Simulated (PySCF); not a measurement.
Molecule: diisopropyl ether (SMILES CC(C)OC(C)C).

Atom-mapped SMILES (the numbers label the heavy atoms): `[CH3:1][CH:2]([CH3:3])[O:4][CH:5]([CH3:6])[CH3:7]` (H(Xn): hydrogen on atom n).

Geometry PBE0-D3(BJ)/def2-SVP throughout; GIAO in PySCF 2.14.0 with density-fitted response routines, gas phase, one conformer, non-relativistic; equivalent atoms averaged; functional PBE0.

For orientation, pcSseg-1 gives these absolute shieldings σ: C2/C5 116.3, C1/C3/C6/C7 161.1, O4 241.7, H(C2)/H(C5) 28.06, H(C1)/H(C3)/H(C6)/H(C7) 30.22 ppm.

A run gave: C2/C5 117.1, C1/C3/C6/C7 163.7, O4 239.3, H(C2)/H(C5) 27.95, H(C1)/H(C3)/H(C6)/H(C7) 30.50 ppm (absolute shieldings σ).

Question: Which basis set was used in that run?
A. cc-pVDZ
B. pcSseg-0
C. aug-cc-pVDZ
D. def2-TZVP

Answer: D. C2/C5 tells them apart best: def2-TZVP gives 117.1, pcSseg-0 gives 124.3, cc-pVDZ gives 129.5, aug-cc-pVDZ gives 127.9 ppm.
